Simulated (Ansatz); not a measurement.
Ansatz (a program for electronic structure) input (CCSD(T)/aug-cc-pV(D+d)Z):
A basis named .json is the Basis Set Exchange file of that set.

Ansatz 0.2 input:
```yaml
crystal:
  periodic: [false, false, false]
  atoms:
    - {symbol: Si, position_ang: [2.30198287, 0.30289613, -0.00423629]}
    - {symbol: C, position_ang: [0.44412567, 0.07434475, -0.00284350]}
    - {symbol: C, position_ang: [-0.43796089, 1.14890069, -0.15288274]}
    - {symbol: C, position_ang: [-1.80465352, 0.92160905, -0.14432195]}
    - {symbol: C, position_ang: [-2.25822402, -0.38337095, 0.01514016]}
    - {symbol: N, position_ang: [-1.44455550, -1.42730839, 0.16025835]}
    - {symbol: C, position_ang: [-0.13244942, -1.19079872, 0.14970890]}
    - {symbol: H, position_ang: [2.94988670, -1.01616498, 0.17345412]}
    - {symbol: H, position_ang: [2.74878068, 0.90481827, -1.28309369]}
    - {symbol: H, position_ang: [2.71329094, 1.20780374, 1.09548308]}
    - {symbol: H, position_ang: [-0.06173346, 2.15826704, -0.27584330]}
    - {symbol: H, position_ang: [-2.50940752, 1.73464348, -0.25840242]}
    - {symbol: H, position_ang: [-3.32172027, -0.59802093, 0.02661451]}
    - {symbol: H, position_ang: [0.50000441, -2.06484263, 0.27048206]}
basis:
  gaussian:
    orbitals: aug-cc-pV_D+d_Z.json
magnetization: {spin_polarized: false}
correlation: {method: ccsd_t, electrons: outside_noble_gas}
output: {forces: true}
```

End of the output:

```
cycle   2  -26.83749687 eV  change   -8.2e-1 eV  update   4.2e-2
cycle   3  -27.01953929 eV  change   -1.8e-1 eV  update   2.0e-2
cycle   4  -27.01275465 eV  change    6.8e-3 eV  update   5.8e-3
cycle   5  -27.01415287 eV  change   -1.4e-3 eV  update   2.9e-3
cycle   6  -27.01488563 eV  change   -7.3e-4 eV  update   7.7e-4
cycle   7  -27.01447715 eV  change    4.1e-4 eV  update   3.3e-4
cycle   8  -27.01445167 eV  change    2.5e-5 eV  update   1.2e-4
cycle   9  -27.01448447 eV  change   -3.3e-5 eV  update   4.7e-5
cycle  10  -27.01447689 eV  change    7.6e-6 eV  update   1.7e-5
cycle  11  -27.01446533 eV  change    1.2e-5 eV  update   6.0e-6
cycle  12  -27.01446997 eV  change   -4.6e-6 eV  update   2.5e-6
perturbative correction -1.26228217 eV, -0.0463880142 hartree
the calculation of the forces begins
1.42 GiB of device memory are held for the factors and their scratch space
Total energy: -14636.02040348 eV, -537.8638291768 hartree
Atom 0 at     2.301983     0.302896    -0.004236 Å, force     0.269680     0.051595    -0.002548 eV/Å
Atom 1 at     0.444126     0.074345    -0.002844 Å, force     0.749295     0.085055     0.000346 eV/Å
Atom 2 at    -0.437961     1.148901    -0.152883 Å, force     0.262252     0.523927    -0.062825 eV/Å
Atom 3 at    -1.804654     0.921609    -0.144322 Å, force    -0.426406     0.477918    -0.067240 eV/Å
Atom 4 at    -2.258224    -0.383371     0.015140 Å, force    -0.560409     0.010351    -0.009680 eV/Å
Atom 5 at    -1.444556    -1.427308     0.160258 Å, force    -0.508725    -1.252264     0.151924 eV/Å
Atom 6 at    -0.132449    -1.190799     0.149709 Å, force     0.445060    -0.282332     0.042604 eV/Å
Atom 7 at     2.949887    -1.016165     0.173454 Å, force     0.058798    -0.146842     0.019582 eV/Å
Atom 8 at     2.748781     0.904818    -1.283094 Å, force     0.034329     0.056050    -0.126256 eV/Å
Atom 9 at     2.713291     1.207804     1.095483 Å, force     0.030817     0.086034     0.109130 eV/Å
Atom 10 at    -0.061733     2.158267    -0.275843 Å, force     0.177608     0.498139    -0.060803 eV/Å
Atom 11 at    -2.509408     1.734643    -0.258402 Å, force    -0.343346     0.387463    -0.054478 eV/Å
Atom 12 at    -3.321720    -0.598021     0.026615 Å, force    -0.466486    -0.096171     0.005290 eV/Å
Atom 13 at     0.500004    -2.064843     0.270482 Å, force     0.277534    -0.398922     0.054956 eV/Å
Dipole moment:     0.017539     0.405971    -0.051451 e Å
```
